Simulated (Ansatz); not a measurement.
# Energy profile

The step: SiN₂H₆S ([NH2][SiH]([NH2])[SH]) → SiN₂H₄ ([NH2][Si][NH2]) + H₂S; bonds formed: S2–H3; bonds broken: Si1–S2, Si1–H3 (atoms numbered as in the saddle structure below).

```
10
angstrom
Si -0.6332 -0.3211 0.1096
S 1.6026 -1.3847 -0.9248
H -0.0029 -1.7299 -0.2974
N -0.1165 0.5895 1.4446
N -1.1186 0.7618 -1.1053
H 2.0598 -1.6577 0.3074
H 0.2245 1.5358 1.3789
H 0.1856 0.1360 2.2898
H -1.5115 0.4061 -1.9609
H -0.6895 1.6642 -1.2417
```

Electronic energies by CCSD(T) at an estimated basis limit (MP2 extrapolated from triple and quadruple zeta, plus CCSD(T) − MP2 in triple zeta), on PBE0-D4/def2-TZVP structures; SiN$_{2}$H$_{6}$S, closed shell; no counterpoise correction. Computed with Ansatz 0.2.0 (basis: def2-TZVPP and def2-QZVPP); correlated methods freeze the cores. Extrapolation: Hartree–Fock as exp(−7.88 √X), correlation as X^−2.97.

(1) Give the profile in kcal/mol, counted from the start structure. (An estimate is asked for; the value comes from the calculation.)

The T1 diagnostic stays at or below 0.015. The restricted Hartree–Fock reference is unstable towards an unrestricted one at one or more of these structures.

Answers

(1) By the calculation:
| point | kcal/mol |
| --- | --- |
| start structure | 0.00 |
| saddle | 67.17 |
| end structure | 43.45 |
| separated: SiN$_{2}$H$_{4}$ (linked as [NH2][Si][NH2]; Si1, N4, N5, H7, H8, H9, H10; singlet) + H$_{2}$S (S2, H3, H6; singlet) | 46.31 |

Losses and insertions of silylenes and their heavier kin drive the gas-phase chemistry of silicon and germanium vapour deposition.

For scale, one of the runs: CCSD(T)/def2-TZVPP, 230 basis functions, launched by `ansatz run in.yaml --threads 4 --pin off --events-out ev --progress --plain --max-ram 9574MiB`. The run took 110 s on 4 CPU threads of an Arm Neoverse N1 (shared host), with 3.8 GiB of host memory at its peak.
